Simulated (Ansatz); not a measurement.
Reaction (formal exchange of groups at the Sn–F bond): `[F][SnH]([F])[F]` + SiH₄ → `[F][SnH]([F])[SiH3]` + H–F

Gas-phase electronic energies from Ansatz, PBE0-D4/def2-TZVP geometries. CCSD(T)/CBS is the MP2 limit (def2-TZVPP, def2-QZVPP) plus CCSD(T) − MP2 in def2-TZVPP, frozen cores. This one scheme is used for every species. Functionals use def2-TZVPP. B3LYP here is the variant with VWN-RPA as its local correlation; programs differ in this. HSE06 is defined as in plane-wave codes. Elements past krypton have def2 core potentials. For Sn outer-core shells are correlated without core-valence functions, which leaves a few kJ/mol of doubt a bond.

```
             level  ΔE (kJ/mol)  difference from CCSD(T)/CBS
       LDA (SPW92)         -0.5                        -15.4
            PBE-D4          6.4                         -8.5
         revPBE-D4          9.7                         -5.2
            B97M-V         31.4                         16.5
           PBE0-D4          4.5                        -10.4
          B3LYP-D4         16.3                          1.4
          HSE06-D4          4.3                        -10.6
           ωB97X-V         23.8                          8.9
            B2PLYP         23.4                          8.5
             B3LYP         22.1                          7.2
           r2SCANh         18.3                          3.4
           LC-ωPBE         21.8                          6.9
RPA@PBE/def2-TZVPP         22.1                          7.2
    MP2/def2-TZVPP         15.8                          0.9
SCS-MP2/def2-TZVPP         24.4                          9.5
    CCSD/CBS(def2)         15.4                          0.5
       CCSD(T)/CBS         14.9                            0
```

Largest T1 diagnostic among the species: 0.015.

The D4 term adds −5.7 kJ/mol with B3LYP and −3.3 kJ/mol with PBE0; it sums over pairs of atoms, weighted by their polarisabilities, and B3LYP, whose exchange is more repulsive, gets the larger term. In def2-TZVPP, CCSD(T) changes the Hartree–Fock value by −20.2 kJ/mol (the triples alone add −0.5 kJ/mol) and MP2 by −21.9 kJ/mol.
